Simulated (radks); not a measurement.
Results of a calculation; reference values are marked as such.
Species: the bismuth ion Bi61+. Configuration: [Ar] 3d4.

Code: a radial shooting solver on a logarithmic mesh with Libxc functionals. Model: non-relativistic Kohn-Sham, TPSS, spin-polarised, spherical densities, point nucleus; open shells are filled with parallel spins first (spin-orbit coupling, left out, can overturn this in heavy ions); meta-GGA in the generalised Kohn-Sham scheme; relativity is left out, which matters for an element this heavy.

Energy parts (hartree):
total: -16401.3746
kinetic: 16400.2396
electron-nucleus: -34668.4648
Hartree: 2077.7926
exchange-correlation: -210.9420

Orbitals (lengths in bohr, moments of r in powers of bohr; r(max) is where P^2 peaks; r(90%) holds 90 % of the orbital's charge):
orbital  occ.  eigenvalue (hartree)       <r^4>  r(90%)      <r>   r(max)
1s up       1             -3137.372   4.961e-07  0.0324  0.01823  0.01210
1s down     1             -3137.370   4.961e-07  0.0324  0.01823  0.01210
2s up       1             -657.6026  0.00007647   0.116  0.07612  0.06546
2s down     1             -656.6633  0.00007624   0.116  0.07605  0.06542
2p up       3             -640.2658  0.00004762   0.104  0.06429  0.05075
2p down     3             -639.5761  0.00004742   0.103  0.06422  0.05070
3s up       1             -257.3562    0.002066   0.264   0.1823   0.1729
3s down     1             -256.5007    0.002081   0.264   0.1826   0.1731
3p up       3             -250.0809    0.001762   0.254   0.1723   0.1618
3p down     3             -249.0981    0.001778   0.255   0.1727   0.1620
3d up       4             -237.9362    0.001069   0.226   0.1485   0.1254
3d down     0             -236.6039    0.001083   0.227   0.1489   0.1257

The highest occupied level is 3d up at -6474.6 eV. Summed over all electrons, <r^2> = 0.4273 bohr^2, which gives a Langevin (diamagnetic) susceptibility term of -0.338 x 10^-6 cm^3/mol.
